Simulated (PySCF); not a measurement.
GeCl₄ (singlet). Level of theory: PBE in PySCF with Ge def2-TZVP, Cl def2-TZVP; no relativity; density-fitted integrals.

Harmonic bands of its minimum:

```csv
ω (cm⁻¹),"IR (km/mol, summed over degenerate members)",degeneracy
117,0.0,2
161,21.3,3
374,0.0,1
437,242,3
```

Problem. The central atom is Ge. Infer the point group and assign the bands.

Solution. Td. The modes span e + 2t2 + a1: 117 e, 161 t2, 374 a1, 437 t2. The computed geometry has Ge–Cl 2.140 Å (×4); Cl–Ge–Cl 109.5° (×6).
